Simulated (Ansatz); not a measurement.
`[SiH3]N[SiH](Cl)Cl`, relaxed with RKS PBE0-D4/def2-TZVP in the Gaussian-basis code of Ansatz from a PBE-D4/def2-SVP geometry. The force threshold is 0.005 eV/Å; the program also tests the step.

Charge 0, multiplicity 1.

Start:

```xyz
10

Si    1.175   -0.078   -1.150
N     0.401    0.270    0.398
Si   -1.253    0.026    0.831
Cl   -1.581   -1.801    1.771
Cl   -1.811    1.502    2.178
H     2.004    1.096   -1.594
H     0.067   -0.333   -2.129
H     2.074   -1.285   -1.085
H     1.025    0.524    1.174
H    -2.101    0.077   -0.394
```

(1) By how much does the energy fall, and how many steps does the optimiser take? (An estimate is asked.)

(2) Which bonds change most? (Best estimate.)

(3) Give the relaxed structure. (Estimate.)

## Answers

(1) Ansatz gave: 6.17 kJ/mol, in 9 steps.

(2) Computed: Si3–Cl4 from 2.081 to 2.050 Å; Si3–Cl5 from 2.075 to 2.044 Å; N2–Si3 from 1.727 to 1.697 Å; Si1–N2 from 1.765 to 1.736 Å.

(3) Ansatz gave: 
```xyz
10

Si    1.156   -0.073   -1.133
N     0.407    0.236    0.402
Si   -1.225    0.031    0.819
Cl   -1.594   -1.760    1.746
Cl   -1.783    1.495    2.133
H     1.930    1.112   -1.583
H     0.059   -0.362   -2.089
H     2.082   -1.234   -1.070
H     1.028    0.467    1.167
H    -2.059    0.088   -0.392
```
